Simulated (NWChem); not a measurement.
System: C2H6NO cation; SMILES [OH+]=C(C)N

The following NWChem deck was run.

```
start job
memory heap 200 mb stack 900 mb global 1100 mb
charge 1
geometry units angstroms noautosym nocenter noautoz
  C      0.148485    -1.408214     0.001206
  C     -0.005244     0.063343     0.000463
  N      1.012365     0.873986    -0.000274
  O     -1.171441     0.622377    -0.000023
  H     -0.351138    -1.826242     0.890503
  H      1.200043    -1.717626     0.006410
  H     -0.344691    -1.827209    -0.891154
  H      0.867454     1.883802    -0.001001
  H      1.965949     0.524764    -0.000322
  H     -1.906677    -0.010805     0.000761
end
basis spherical
  C library 6-31g*
  N library 6-31g*
  O library 6-31g*
  H library 6-31g*
end
dft
  xc pbe0
  iterations 150
end
cosmo
  do_cosmo_smd true
  solvent thf
end
task dft energy
```

Output (shortened):

```
             Northwest Computational Chemistry Package (NWChem) 7.3.0
             --------------------------------------------------------

                             Geometry "geometry" -> ""
                             -------------------------

 Output coordinates in angstroms (scale by  1.889725989 to convert to a.u.)

  No.       Tag          Charge          X              Y              Z
 ---- ---------------- ---------- -------------- -------------- --------------
    1 C                    6.0000     0.14848500    -1.40821400     0.00120600
    2 C                    6.0000    -0.00524400     0.06334300     0.00046300
    3 N                    7.0000     1.01236500     0.87398600    -0.00027400
    4 O                    8.0000    -1.17144100     0.62237700    -0.00002300
    5 H                    1.0000    -0.35113800    -1.82624200     0.89050300
    6 H                    1.0000     1.20004300    -1.71762600     0.00641000
    7 H                    1.0000    -0.34469100    -1.82720900    -0.89115400
    8 H                    1.0000     0.86745400     1.88380200    -0.00100100
    9 H                    1.0000     1.96594900     0.52476400    -0.00032200
   10 H                    1.0000    -1.90667700    -0.01080500     0.00076100

 Effective nuclear repulsion energy (a.u.)     131.1408248828

                                 NWChem DFT Module
                                 -----------------

 Summary of "ao basis" -> "ao basis" (spherical)
 ------------------------------------------------------------------------------
       Tag                 Description            Shells   Functions and Types
 ---------------- ------------------------------  ------  ---------------------
 C                           6-31g*                  6       14   3s2p1d
 N                           6-31g*                  6       14   3s2p1d
 O                           6-31g*                  6       14   3s2p1d
 H                           6-31g*                  2        2   2s

 in cosmo_initialize ...
 calling solv_data for solv:thf

 solvent parameters
 solvname_short: thf
 solvname_long:  tetrahydrofuran
 dielec:        7.4257
 dielecinf:     1.9740
 nonaqueous SMD model solvent descriptors
 dielec:        7.4257
 sola:          0.0000
 solb:          0.4800
 solc:          0.0000
 solg:         39.4400
 solh:          0.0000
 soln:          1.4050

[...]

                                COSMO-SMD solvation results
                                ---------------------------

             internal energy in gas <Psi(g)|H|Psi(g)> =      -209.316391276069
         internal energy in solvent <Psi(s)|H|Psi(s)> =      -209.315795136623
                               delta internal energy  =         0.000596139446 (    0.37 kcal/mol)
   total free energy in solvent <Psi(s)|H+V/2|Psi(s)> =      -209.408708213273
 polarization energy contribution <Psi(s)|V/2|Psi(s)> =        -0.092913076650 (  -58.30 kcal/mol)
    total free energy in solvent including G(SMD-CDS) =      -209.409011399903
                       G(SMD-CDS) energy contribution =        -0.000303186630 (   -0.19 kcal/mol)
     1 M fixed-concentration free energy of solvation =        -0.092620123835 (  -58.12 kcal/mol)

                       DFT Final Molecular Orbital Analysis
                       ------------------------------------

 Vector   14  Occ=2.000000D+00  E=-4.512201D-01
              MO Center= -3.2D-01, -1.0D+00, -5.6D-04, r^2= 2.2D+00
   Bfn.  Coefficient  Atom+Function         Bfn.  Coefficient  Atom+Function
  ----- ------------  ---------------      ----- ------------  ---------------
     5      0.401244   1 C  pz               47     -0.325983   4 O  pz
     9      0.232501   1 C  pz               51     -0.229411   4 O  pz
    61     -0.208422   7 H  s                57      0.206139   5 H  s
    62     -0.130480   7 H  s                58      0.129306   5 H  s
    33     -0.071323   3 N  pz               19     -0.061831   2 C  pz

 Vector   15  Occ=2.000000D+00  E=-4.483902D-01
              MO Center= -1.6D-01, -5.6D-01,  4.2D-03, r^2= 2.8D+00
   Bfn.  Coefficient  Atom+Function         Bfn.  Coefficient  Atom+Function
  ----- ------------  ---------------      ----- ------------  ---------------
    46      0.401926   4 O  py                3     -0.326214   1 C  px
    50      0.275089   4 O  py               59     -0.229397   6 H  s
    18     -0.187890   2 C  py                4      0.173239   1 C  py
    60     -0.166789   6 H  s                 7     -0.162300   1 C  px
    20      0.100412   2 C  s                48      0.098910   4 O  s

 Vector   16  Occ=2.000000D+00  E=-3.878599D-01
              MO Center=  3.1D-01,  6.7D-01, -1.7D-04, r^2= 1.9D+00
   Bfn.  Coefficient  Atom+Function         Bfn.  Coefficient  Atom+Function
  ----- ------------  ---------------      ----- ------------  ---------------
    33      0.506576   3 N  pz               37      0.392160   3 N  pz
    47     -0.367739   4 O  pz               51     -0.278925   4 O  pz
    19      0.136643   2 C  pz                5     -0.079401   1 C  pz
    58     -0.067114   5 H  s                62      0.067023   7 H  s
    57     -0.050989   5 H  s                61      0.051199   7 H  s

 Vector   17  Occ=0.000000D+00  E=-6.279450D-02
              MO Center=  7.4D-02,  1.1D-01,  1.4D-04, r^2= 2.0D+00
   Bfn.  Coefficient  Atom+Function         Bfn.  Coefficient  Atom+Function
  ----- ------------  ---------------      ----- ------------  ---------------
    19      0.582576   2 C  pz               23      0.562145   2 C  pz
    37     -0.419847   3 N  pz               33     -0.332427   3 N  pz
    51     -0.295303   4 O  pz               47     -0.264748   4 O  pz
    58     -0.257045   5 H  s                62      0.258234   7 H  s
    57     -0.104923   5 H  s                61      0.105397   7 H  s

[...]
```

Level: PBE0/6-31G* (spherical d), SMD on the gas-phase geometry. Structure relaxed at the PBE0/def2-SVP level. Solvent: tetrahydrofuran.
